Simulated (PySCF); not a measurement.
## Gas-phase XPS of `C#[C][GeH2][GeH2][GeH3]`, computed

Species: C2H8Ge3.
Atom-mapped SMILES: `[CH:1]#[C:2][GeH2:3][GeH2:4][GeH3:5]`

Method: delta-SCF UKS SCAN, pcX-2 on the ionised atom, pcseg-1 elsewhere, spin-free X2C in PySCF. Vertical ΔSCF values, vacuum level as zero.

Task: What binding energy does each computed site have?

Result: 
| atom(s) | bonded to | level | binding energy (eV) | above the level's lowest (eV) | count |
| --- | --- | --- | --- | --- | --- |
| C2 | C (triple bond) and Ge | C 1s | 290.15 | 0.00 | 1 |
| C1 | C (triple bond) and H | C 1s | 290.15 | 0.00 | 1 |

The 2 C 1s values lie within 0.01 eV of each other; Gaussian lines of 0.5 eV full width would blend them into one maximum.

Task: Which photon wavelength matches the C 1s of C2 threshold?

Result: λ = hc/E = 12398.42 eV Å / 290.15 eV = 42.731 Å.

The unrestricted hole states depart most from a pure doublet (⟨S²⟩ = 0.75; over 0.85 named) for C 1s of C2 (0.87), which makes this value less certain. No level of germanium is listed. Geometry: PBE0-D3(BJ)/def2-SVP, one conformer, isolated molecule.

On an x86-64 server with one thread, no GPU, shared host, this took 26 s.

Shape of the structure used: `[CH:1]#[C:2][GeH2:3][GeH2:4][GeH3:5]`: C2–Ge3–Ge4–Ge5 51°.
